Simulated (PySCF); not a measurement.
Excitations are Tamm–Dancoff values on a coarser integration grid. The basis has no diffuse functions, so Rydberg states are missing or too high.

Z-matrix (Å, degrees):
```
C
H 1 1.1168
C 1 1.5430 2 108.04
H 3 1.1106 1 109.90 2 -59.31
H 3 1.1139 4 106.14 1 117.80
C 3 1.5340 4 110.29 5 117.94
H 6 1.1101 3 110.17 4 -59.02
H 6 1.1132 7 106.44 3 -118.18
C 6 1.5320 7 110.51 8 -118.59
H 9 1.1100 6 110.68 7 59.28
H 9 1.1128 10 106.41 6 118.65
C 9 1.5326 10 109.81 11 117.92
H 12 1.1099 9 110.79 10 -59.39
H 12 1.1140 13 106.67 9 -118.95
C 12 1.5492 13 109.24 14 -117.38
H 15 1.1124 12 108.60 13 -55.81
C 15 1.5177 16 106.79 12 -116.15
O 17 1.2134 15 125.37 16 13.71
H 17 1.1379 18 121.00 15 -177.49
Si 1 1.9102 2 106.09 15 120.78
H 20 1.5052 1 110.95 2 -58.91
H 20 1.5057 21 108.95 1 -120.62
H 20 1.5060 21 108.74 22 -118.55
```
Charge 0, spin multiplicity 1.

**Question.** What is the computed HOMO–LUMO gap, dipole moment, S1 excitation (TDA), HOMO and total energy (PBE-D3(BJ)/def2-TZVP // PBE-D3(BJ)/def2-SVP run with PySCF)?

**Answer.** 
The HOMO–LUMO gap is 3.71 eV and the dipole moment is 3.37 D. The S1 excitation (TDA) is 3.96 eV. The HOMO is -5.75 eV and the total energy comes out as -639.4280 Ha.
